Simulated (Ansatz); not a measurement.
Reaction (cleavage of the Si–Si bond): `FC[SiH]([SiH3])S` + `[OH][AlH2]` → `[AlH2][O][SiH3]` + `FC[SiH2]S`

Isolated molecules relaxed with PBE0-D4/def2-TZVP in Ansatz; ΔE leaves out vibrations. CBS: MP2 limit from def2 TZ/QZ plus the TZ coupled-cluster correction, frozen cores. This one scheme is used for every species. DFT in def2-TZVPP. Each species was taken in one conformer, which may not be the lowest.

```json
{"level": "r2SCAN", "ΔE (kcal/mol)": "-24.6"}
{"level": "PBE0", "ΔE (kcal/mol)": "-22.5"}
{"level": "BHLYP", "ΔE (kcal/mol)": "-30.2"}
{"level": "SCS-MP2/def2-QZVPP", "ΔE (kcal/mol)": "-29.0"}
```

Problem. What does CCSD(T)/CBS give? (Best estimate.)

Solution. The calculation gave: -25.8 kcal/mol. The listed levels differ from it by 1.2, 3.3, -4.4, -3.2 kcal/mol.

Largest T1 diagnostic among the species: 0.012.

Leaving LDA and LC-ωPBE aside and taking each functional with its dispersion term where it has one, the values, not all of them listed here, spread over 9.7 kcal/mol, from BHLYP-D4 to revPBE-D4. The D4 term adds +1.4 kcal/mol with B3LYP and +0.8 kcal/mol with PBE0; it sums over pairs of atoms, weighted by their polarisabilities, and B3LYP, whose exchange is more repulsive, gets the larger term. From PBE to PBE0 (25 % exact exchange), in def2-TZVPP and without D4, ΔE moves by −2.4 kcal/mol.

B3LYP here is the variant with VWN-RPA as its local correlation; programs differ in this.
